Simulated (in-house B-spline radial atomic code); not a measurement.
**Ionising neutral terbium with different functionals**

Computed with a B-spline radial code for spherical atoms: four-component Dirac-Coulomb Hamiltonian, Fermi nucleus of rms radius 5.06 fm, spin-restricted, spherical fractional occupations for the functionals. The ionisation energy is the difference of two self-consistent energies, [Xe] 4f9 6s2 → [Xe] 4f9 6s1, without Breit or QED terms; ε is the level of the shell that loses the electron (mean over j).

Hybrids are left out here: with spherical fractional occupations of an open shell their exact exchange keeps a self-interaction that integer-occupation calculations don't have.

```csv
method,rung,ΔSCF (eV),-ε(6s) (eV)
LDA VWN5,LDA,6.37,3.85
relativistic LDA,LDA,?,?
LDA PW92,LDA,6.37,3.85
LDA exchange-only,LDA,5.51,3.04
PBE,GGA,6.17,3.71
PBEsol,GGA,6.18,3.72
BLYP,GGA,?,?
RPBE,GGA,6.06,3.65
PW91,GGA,6.20,3.74
BP86,GGA,6.34,3.85
AM05,GGA,6.12,3.66
OLYP,GGA,5.79,3.38
```

Q: What does BLYP give?

A: ΔSCF 6.12 eV, and -ε(6s) = 3.58 eV.

Q: What does relativistic LDA give?

A: ΔSCF 6.36 eV, and -ε(6s) = 3.84 eV.

Q: How do they compare with the NIST value?

A: NIST lists 5.864 eV (measured, ground level to ground level). Errors run from -0.35 to +0.51 eV; OLYP is closest (-0.07 eV), but part of that can be cancellation, since the calculations leave out Breit-QED terms, spin polarisation, the choice among j levels, multiplet and fine-structure energies.
